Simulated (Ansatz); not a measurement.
`N#[C][SnH2][F]`, relaxed with RKS PBE0-D4/def2-TZVP in Ansatz from a PBE-D4/def2-SVP geometry. The force threshold is 0.005 eV/Å; the program also tests the step.

The species carries charge 0 and has multiplicity 1. Sn takes the def2 core potential.

Start:

```xyz
6

N    -2.308   -1.070    0.801
C    -1.284   -0.631    0.431
Sn    0.574    0.157   -0.256
F     0.693    1.919    0.579
H     0.475    0.414   -1.948
H     1.850   -0.788    0.392
```

**Question.** By how much does the energy fall, and how many steps does the optimiser take? (Best estimate.)

**Answer.** Computed: 6.48 kJ/mol, in 6 steps, 1 of them rejected.

**Question.** Which bonds change most? (Estimate.)

**Answer.** Computed: Sn3–F4 from 1.954 to 1.910 Å; C2–Sn3 from 2.132 to 2.104 Å; Sn3–H5 from 1.715 to 1.690 Å; Sn3–H6 from 1.715 to 1.690 Å.

**Question.** Give the relaxed structure. (An estimate is asked.)

**Answer.** Computed: 
```xyz
6

N    -2.272   -1.060    0.788
C    -1.274   -0.605    0.437
Sn    0.564    0.151   -0.253
F     0.675    1.873    0.566
H     0.478    0.412   -1.921
H     1.829   -0.772    0.383
```
